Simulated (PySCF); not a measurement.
PySCF input for AlF2, SMILES [F][Al+][F], charge +1, ADC(2)/aug-cc-pVDZ. Coordinates come from a B3LYP-D3(BJ)/def2-TZVP optimisation. The multiplicity is an assumed one; other spin states were not compared. The isomer is the one that the SMILES or the coordinates give; other isomers of the formula were not compared.

```python
import numpy as np
from pyscf import gto, scf, dft, adc

mol = gto.M(
    atom='''
    Al    0.00000000    0.00000000    0.00000000
    F     0.00000000    0.00000000   -1.59180754
    F     0.00000000    0.00000000    1.59180754
    ''',
    basis='aug-cc-pVDZ',
    charge=1,
    spin=0,
    max_memory=1600,
    verbose=4,
)
mf = scf.RHF(mol)
mf.conv_tol = 1e-10
mf.max_cycle = 100
mf.kernel()
res = {}
for kind, nroots in (('ee', 6), ('ip', 6), ('ea', 2)):
    a = adc.ADC(mf).density_fit('aug-cc-pvdz-ri')
    a.method, a.method_type = 'adc(2)', kind
    e, v, p, x = a.kernel(nroots=nroots)
    res[kind] = (e * 27.211386245988, p)
for kind, (e, p) in res.items():
    print(kind, 'energies / eV', np.round(e, 3), 'strengths', np.round(p, 4))
```

It prints:

```
PySCF version 2.14.0

[INPUT] verbose = 4
[INPUT] num. atoms = 3
[INPUT] num. electrons = 30
[INPUT] charge = 1
[INPUT] spin (= nelec alpha-beta = 2S) = 0
[INPUT] symmetry False subgroup None
[INPUT] Mole.unit = angstrom
[INPUT] Symbol           X                Y                Z      unit          X                Y                Z       unit  Magmom
[INPUT]  1 Al     0.000000000000   0.000000000000   0.000000000000 AA    0.000000000000   0.000000000000   0.000000000000 Bohr   0.0
[INPUT]  2 F      0.000000000000   0.000000000000  -1.591807540000 AA    0.000000000000   0.000000000000  -3.008080293618 Bohr   0.0
[INPUT]  3 F      0.000000000000   0.000000000000   1.591807540000 AA    0.000000000000   0.000000000000   3.008080293618 Bohr   0.0

nuclear repulsion = 91.2542130548898
number of shells = 24
number of NR pGTOs = 120
number of NR cGTOs = 73
basis = aug-cc-pVDZ
ecp = {}


[settings echo left out]
init E= -440.82738263825
  HOMO = -0.702462467151395  LUMO = -0.167601986151463  gap/eV = 14.55430
cycle= 1 E= -440.547554252039  delta_E= 0.28  |g|= 0.63  |ddm|= 1.41
  HOMO = -0.846819527047659  LUMO = -0.281318990955814  gap/eV = 15.38805
cycle= 2 E= -440.607573289929  delta_E= -0.06  |g|= 0.383  |ddm|= 0.634
  HOMO = -0.925234380546139  LUMO = -0.269532239941606  gap/eV = 17.84256
cycle= 3 E= -440.630156109328  delta_E= -0.0226  |g|= 0.0454  |ddm|= 0.211
  HOMO = -0.910535643952433  LUMO = -0.258308357959111  gap/eV = 17.74801
cycle= 4 E= -440.630619931717  delta_E= -0.000464  |g|= 0.00654  |ddm|= 0.0397
  HOMO = -0.910025182907164  LUMO = -0.25791626159496  gap/eV = 17.74479
cycle= 5 E= -440.63064863795  delta_E= -2.87e-05  |g|= 0.00204  |ddm|= 0.0119
  HOMO = -0.909733336190846  LUMO = -0.258079706131978  gap/eV = 17.73240
cycle= 6 E= -440.630652146502  delta_E= -3.51e-06  |g|= 0.00055  |ddm|= 0.0046
  HOMO = -0.90969231734531  LUMO = -0.258129091530177  gap/eV = 17.72994
cycle= 7 E= -440.630652368938  delta_E= -2.22e-07  |g|= 5.82e-05  |ddm|= 0.00126
  HOMO = -0.909693519364118  LUMO = -0.25813226566595  gap/eV = 17.72988
cycle= 8 E= -440.630652370095  delta_E= -1.16e-09  |g|= 5.59e-06  |ddm|= 7.79e-05
  HOMO = -0.909692632455045  LUMO = -0.258132269734476  gap/eV = 17.72986
cycle= 9 E= -440.630652370106  delta_E= -1.14e-11  |g|= 5.61e-07  |ddm|= 9.9e-06
  HOMO = -0.909692694605515  LUMO = -0.258132319943531  gap/eV = 17.72986
Extra cycle  E= -440.630652370105  delta_E= 7.96e-13  |g|= 2.88e-07  |ddm|= 7.38e-07
converged SCF energy = -440.630652370105

******** <class 'pyscf.adc.radc.RADC'> ********
******** ADC Orbital Information ********
Number of Frozen Occupied Orbitals: 0
Number of Frozen Virtual Orbitals: 0
Number of Active Occupied Orbitals: 15
Number of Active Virtual Orbitals: 58
*****************************************
******** <class 'pyscf.df.df.DF'> ********
auxbasis = aug-cc-pvdz-ri
Reference correlation energy (doubles): -0.46735301
MP2 correlation energy of reference state (a.u.) = -0.46735301

******** <class 'pyscf.adc.radc_ee.RADCEE'> ********
max_space = 12
max_cycle = 50
conv_tol = 1e-08

*************************************************************
        ADC calculation summary (singlet states only)
*************************************************************
adc(2) root 0  |  Energy (Eh) =   0.2702476078  |  Energy (eV) =   7.35381198  |  Osc. strength = 0.00000000  |  conv = True
adc(2) root 1  |  Energy (Eh) =   0.2702476078  |  Energy (eV) =   7.35381198  |  Osc. strength = 0.00000000  |  conv = True
adc(2) root 2  |  Energy (Eh) =   0.2853562940  |  Energy (eV) =   7.76494027  |  Osc. strength = 0.08423438  |  conv = True
adc(2) root 3  |  Energy (Eh) =   0.2853562940  |  Energy (eV) =   7.76494027  |  Osc. strength = 0.08423438  |  conv = True
adc(2) root 4  |  Energy (Eh) =   0.3242617074  |  Energy (eV) =   8.82361049  |  Osc. strength = 0.19152641  |  conv = True
adc(2) root 5  |  Energy (Eh) =   0.3581568434  |  Energy (eV) =   9.74594412  |  Osc. strength = 0.00000000  |  conv = True

******** <class 'pyscf.adc.radc.RADC'> ********
******** ADC Orbital Information ********
Number of Frozen Occupied Orbitals: 0
Number of Frozen Virtual Orbitals: 0
Number of Active Occupied Orbitals: 15
Number of Active Virtual Orbitals: 58
*****************************************
******** <class 'pyscf.df.df.DF'> ********
auxbasis = aug-cc-pvdz-ri
Reference correlation energy (doubles): -0.46735301
MP2 correlation energy of reference state (a.u.) = -0.46735301

******** <class 'pyscf.adc.radc_ip.RADCIP'> ********
max_space = 12
max_cycle = 50
conv_tol = 1e-08

*************************************************************
        ADC calculation summary (doublet states only)
*************************************************************
adc(2) root 0  |  Energy (Eh) =   0.7823273075  |  Energy (eV) =  21.28821036  |  Spec. factor = 1.74351695  |  conv = True
adc(2) root 1  |  Energy (Eh) =   0.7823273075  |  Energy (eV) =  21.28821036  |  Spec. factor = 1.74351695  |  conv = True
adc(2) root 2  |  Energy (Eh) =   0.7927779835  |  Energy (eV) =  21.57258774  |  Spec. factor = 1.74985218  |  conv = True
adc(2) root 3  |  Energy (Eh) =   0.7927779835  |  Energy (eV) =  21.57258774  |  Spec. factor = 1.74985218  |  conv = True
adc(2) root 4  |  Energy (Eh) =   0.8236003840  |  Energy (eV) =  22.41130797  |  Spec. factor = 1.74729309  |  conv = True
adc(2) root 5  |  Energy (Eh) =   0.8608311229  |  Energy (eV) =  23.42440798  |  Spec. factor = 1.75517992  |  conv = True

******** <class 'pyscf.adc.radc.RADC'> ********
******** ADC Orbital Information ********
Number of Frozen Occupied Orbitals: 0
Number of Frozen Virtual Orbitals: 0
Number of Active Occupied Orbitals: 15
Number of Active Virtual Orbitals: 58
*****************************************
******** <class 'pyscf.df.df.DF'> ********
auxbasis = aug-cc-pvdz-ri
Reference correlation energy (doubles): -0.46735301
MP2 correlation energy of reference state (a.u.) = -0.46735301

******** <class 'pyscf.adc.radc_ea.RADCEA'> ********
max_space = 12
max_cycle = 50
conv_tol = 1e-08

*************************************************************
        ADC calculation summary (doublet states only)
*************************************************************
adc(2) root 0  |  Energy (Eh) =  -0.2765660163  |  Energy (eV) =  -7.52574463  |  Spec. factor = 1.95104261  |  conv = True
adc(2) root 1  |  Energy (Eh) =  -0.1735666377  |  Energy (eV) =  -4.72298878  |  Spec. factor = 1.96233372  |  conv = True
ee energies / eV [7.354 7.354 7.765 7.765 8.824 9.746] strengths [0.     0.     0.0842 0.0842 0.1915 0.    ]
ip energies / eV [21.288 21.288 21.573 21.573 22.411 23.424] strengths [1.7435 1.7435 1.7499 1.7499 1.7473 1.7552]
ea energies / eV [-7.526 -4.723] strengths [1.951  1.9623]
```

Self-consistency was reached.

Cost: about 23 core-seconds (a rough figure).
